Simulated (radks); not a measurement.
Problem. These are the eigenvalues of the occupied orbitals of an atom or ion with whole-number occupations (hartree). Calculated with a radial shooting solver on a logarithmic mesh with Libxc functionals: Dirac Kohn-Sham, PBE, spin-unpolarised, spherical densities, finite nucleus; Fermi nuclear charge, rms radius of each element as measured or else 0.836 A^(1/3) + 0.57 fm.

1s1/2: -304.0760
2s1/2: -38.45870
2p1/2: -33.84763
2p3/2: -33.20537
3s1/2: -6.35938
3p1/2: -4.94129
3p3/2: -4.85610
3d3/2: -2.52273
3d5/2: -2.51177

Which element is it, and in what charge state? The configuration may be excited. Open shells, if any, are shared by 2j + 1.

Solution. Z = 28, nickel, charge +4: Ni4+ in [Ar] 3d6. The list shows which subshells hold electrons but not how many an open one holds; the 1s level, -304.08 hartree, gives Z - s = 24.7 by -(Z - s)^2/2, which with screening and relativity narrows Z to a few neighbours, and the depths of the outer levels then fix element, charge and occupations together.
